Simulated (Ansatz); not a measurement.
`IC1=CC1` + NH₃ → `NC1=CC1` + HI at 400 K and 1 bar (substitution at a C–I bond).

Isolated molecules relaxed with PBE0-D4/def2-TZVP in Ansatz; ΔE leaves out vibrations. CBS: MP2 limit from def2 TZ/QZ plus the TZ coupled-cluster correction, frozen cores. This one scheme is used for every species. def2 core potentials past Kr. For I outer-core shells are correlated without core-valence functions, which leaves a few kJ/mol of doubt a bond. Each species was taken in one conformer, which may not be the lowest.

| species | CCSD(T)/CBS energy (Eh) | H − E (kJ/mol) | S (J/(mol·K)) |
| --- | --- | --- | --- |
| `IC1=CC1` | -413.29872 | 145.2 | 323.2 |
| NH₃ | -56.50880 | 104.2 | 203.1 |
| `NC1=CC1` | -171.77017 | 217.1 | 302.6 |
| HI | -298.03592 | 25.7 | 215.0 |

H − E and S are ideal-gas, rigid-rotor, harmonic terms from PBE0-D4/def2-TZVP, for one conformer and one mirror image of each species. 1 Eh = 2625.50 kJ/mol, R = 8.31446 J/(mol·K).

Problem. By hand: ΔE, ΔH, ΔS and ΔG.

Solution. ΔE = (-171.77017) + (-298.03592) − (-413.29872) − (-56.50880) = 0.00143 Eh = 3.8 kJ/mol. Δ(H − E) = 217.1 + 25.7 − 145.2 − 104.2 = -6.6, so ΔH = -2.8 kJ/mol. ΔS = 302.6 + 215.0 − 323.2 − 203.1 = -8.7 J/(mol·K). ΔG = -2.8 − 400 × (-8.7)/1000 = 0.7 kJ/mol.

Problem. By hand: the equilibrium constant, and the temperature at which ΔG would vanish if ΔH and ΔS stayed fixed.

Solution. log₁₀ K = −ΔG/(RT ln 10) = -0.1. ΔG = 0 at ΔH/ΔS = 322 K, though so small a ΔH makes that figure unsure.

TΔS isn't small against ΔH here. The sign of ΔG lies within the doubt. A doubt of 5 kJ/mol in ΔE shifts log₁₀ K by 0.7 here. Other conformers and mirror images would add mixing entropy, several J/(mol·K) or more a flexible species. These are equilibria of isolated gas molecules and say nothing of rates. Largest T1 diagnostic: 0.011 (customary marks: 0.02 for closed shells, 0.045 for open ones).
